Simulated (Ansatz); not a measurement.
`F[CH]([SiH3])[Al]([F])[Cl]` + `C[SeH]` → `C[Se][Al]([F])[Cl]` + `FC[SiH3]` at 298.15 K and 1 bar (ligand exchange at the Al–C bond).

Computed with Ansatz on PBE0-D4/def2-TZVP structures; ΔE is electronic, products minus reactants. CBS: MP2 limit from def2 TZ/QZ plus the TZ coupled-cluster correction, frozen cores. For Se outer-core shells are correlated without core-valence functions, which leaves a few kJ/mol of doubt a bond. Scalar relativity is left out up to krypton. Each species was taken in one conformer, which may not be the lowest.

```
                     species  CCSD(T)/CBS energy (Eh)  H − E (kJ/mol)  S (J/(mol·K))
`F[CH]([SiH3])[Al]([F])[Cl]`              -1231.04760           152.3          407.5
                    `C[SeH]`              -2441.15625           129.5          267.5
        `C[Se][Al]([F])[Cl]`              -3242.34628           135.2          387.9
                  `FC[SiH3]`               -429.90570           157.3          287.8
```

H − E and S are ideal-gas, rigid-rotor, harmonic terms from PBE0-D4/def2-TZVP, for one conformer and one mirror image of each species. 1 Eh = 2625.50 kJ/mol, R = 8.31446 J/(mol·K).

By hand: ΔE, ΔH, ΔS and ΔG.

ΔE = (-3242.34628) + (-429.90570) − (-1231.04760) − (-2441.15625) = -0.04813 Eh = -126.4 kJ/mol. Δ(H − E) = 135.2 + 157.3 − 152.3 − 129.5 = 10.7, so ΔH = -115.7 kJ/mol. ΔS = 387.9 + 287.8 − 407.5 − 267.5 = 0.7 J/(mol·K). ΔG = -115.7 − 298.15 × (0.7)/1000 = -115.9 kJ/mol.

By hand: the equilibrium constant, and the temperature at which ΔG would vanish if ΔH and ΔS stayed fixed.

log₁₀ K = −ΔG/(RT ln 10) = 20.3. ΔH and −TΔS have one sign here, so there is no such temperature.

The number of gas molecules stays the same, so ΔS is small and ΔH decides. A doubt of 5 kJ/mol in ΔE shifts log₁₀ K by 0.9 here. Other conformers and mirror images would add mixing entropy, several J/(mol·K) or more a flexible species. Modes under 60 cm⁻¹, often nearly free rotors, make the harmonic entropy too high. These are equilibria of isolated gas molecules and say nothing of rates. Largest T1 diagnostic: 0.012 (customary marks: 0.02 for closed shells, 0.045 for open ones).

ΔS is within the doubt of such terms, so its sign, and with it that verdict, could turn.
